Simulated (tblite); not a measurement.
Species: C8H10NP.
Atom-mapped SMILES: `[CH3:1][c:2]1[cH:3][cH:4][n:5][c:6]([CH:7]2[CH2:8][CH2:9]2)[p:10]1` (hydrogens: H11, H12, H13 on C1; H14 on C3; H15 on C4; H16 on C7; H17, H18 on C8; H19, H20 on C9)

Structure optimised with GFN2-xTB, isolated species.

(1) What internal coordinates does the optimisation give?

Answers

(1) 
```
                  bond  length (pm)     order
                 C1–C2        150.0    single
                 C2–C3        138.5  aromatic
                 C3–C4        138.6  aromatic
                 C4–N5        131.9  aromatic
                 N5–C6        131.5  aromatic
                 C6–C7        147.5    single
          C7–C8, C7–C9        150.9    single
                 C8–C9        148.7    single
                C6–P10        176.4  aromatic
                C2–P10        174.6  aromatic
C1–H11, C1–H12, C1–H13        109.0    single
                C3–H14        108.3    single
                C4–H15        108.4    single
                C7–H16        108.4    single
        C8–H17, C9–H19        107.9    single
        C8–H18, C9–H20        107.9    single
```

Bonds in one row agree within 1 pm and their mean is given. Orders are formal, as drawn. A selection of angles:
```
     angle  degrees
 C2–C1–H11    110.3
 C2–C1–H12    110.9
H11–C1–H12    108.6
H11–C1–H13    107.7
  C1–C2–C3    119.4
 C1–C2–P10    117.9
 C3–C2–P10    122.7
  C2–C3–C4    122.9
 C2–C3–H14    118.6
 C4–C3–H14    118.4
  C3–C4–N5    125.8
 C3–C4–H15    119.7
 N5–C4–H15    114.5
  C4–N5–C6    122.4
  N5–C6–C7    116.9
 N5–C6–P10    127.0
 C7–C6–P10    116.1
  C6–C7–C8    119.2
 C6–C7–H16    113.9
  C8–C7–C9     59.1
 C8–C7–H16    117.5
  C7–C8–C9     60.5
 C7–C8–H17    117.9
 C7–C8–H18    116.4
 C9–C8–H17    119.1
 C9–C8–H18    117.6
H17–C8–H18    114.8
 C2–P10–C6     99.1
```

Dihedral angles: N5–C6–C7–C8 34° (synclinal); C6–C7–C8–C9 -108° (anticlinal); C6–C7–C9–C8 108° (anticlinal). The mirror-image conformer, all signs reversed, is as good.

P10 (phosphorus bonded to 2 C) is bent (angle 99.1°). The 7 C–C bonds span 1.385 Å (C2–C3, aromatic) to 1.509 Å (C7–C9, drawn single), a spread of 0.124 Å. The 6-membered ring C2–C3–C4–N5–C6–P10 has internal angles of 99.1° to 127.0°; it is planar, 0.00 Å rms from its mean plane, widest ring torsion 0°. Of the pairs four or more bonds apart, N5···H18 is among the closest relative to their van der Waals radii: 2.61 Å, 95 % of the sum of Bondi's values. The 3-membered ring C7–C8–C9 has internal angles of 59.1° to 60.5°.

Point group: near Cs, missed by 0.12 Å at most; the miss may be what the optimiser left on a soft mode. Its GFN2-xTB frequencies are all real (lowest 46 cm⁻¹). The numbers are those of one conformer.

All values are computed, not measured.
